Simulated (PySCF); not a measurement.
Compound: GeMeH3, CH6Ge.
Z-matrix (Å and degrees, PBE0-D3(BJ)/def2-SVP geometry), rows numbered from 1:
```
Ge
C   1  1.9527
H   2  1.0995  1  110.41
H   2  1.0994  1  110.39  3  -119.99
H   2  1.0994  1  110.40  3   120.01
H   1  1.5414  2  110.41  3   178.62
H   1  1.5415  2  110.45  3    58.63
H   1  1.5415  2  110.45  3   -61.39
```

The closed-shell ground state was solved at several levels (PySCF, density fitting, gas phase). The calculation is non-relativistic and has no spin–orbit coupling, an omission that weighs most on germanium.

```csv
level,basis functions,total energy (Eh),HOMO (eV),LUMO (eV),gap (eV),dipole (D)
PBE/pcJ-1 (pcSseg-1 on Ge),128,-2118.1191,-7.75,0.31,8.06,0.70
B3LYP/pcSseg-1 (pcSseg-2 on Ge),110,-2118.8039,-8.71,0.60,9.31,0.72
CAM-B3LYP/def2-SVPD,106,-2118.5109,-10.32,0.99,11.31,0.67
PBE/pcSseg-1 (pcSseg-2 on Ge),110,-2118.3646,-7.69,0.12,7.81,0.75
```

**Question.** What might PBE0/pcSseg-1 (pcSseg-2 on Ge) (110 basis functions) give for the same quantities?

**Answer.** Total energy -2118.4252 Eh, HOMO -8.95 eV, LUMO 0.88 eV, gap 9.83 eV, dipole 0.72 D.

**Question.** Over all these levels, which gives the widest orbital gap and which the narrowest?

**Answer.** CAM-B3LYP/def2-SVPD (range-separated hybrid) has the widest, 11.31 eV, and PBE/pcSseg-1 (pcSseg-2 on Ge) (GGA) the narrowest, 7.81 eV. Functional and basis both differ between the two, so the spread mixes both effects.

**Question.** In the pcSseg-1 (pcSseg-2 on Ge) basis, how does the gap go with the fixed share of exact exchange?

**Answer.** PBE (0 %) 7.81 eV; B3LYP (20 %) 9.31 eV; PBE0 (25 %) 9.83 eV. Each rise in the share widens the gap here.

**Question.** How far do the dipole and the HOMO energy spread over the levels?

**Answer.** The dipole runs from 0.67 to 0.75 D (mean 0.71 D) and the HOMO from -10.32 to -7.69 eV.
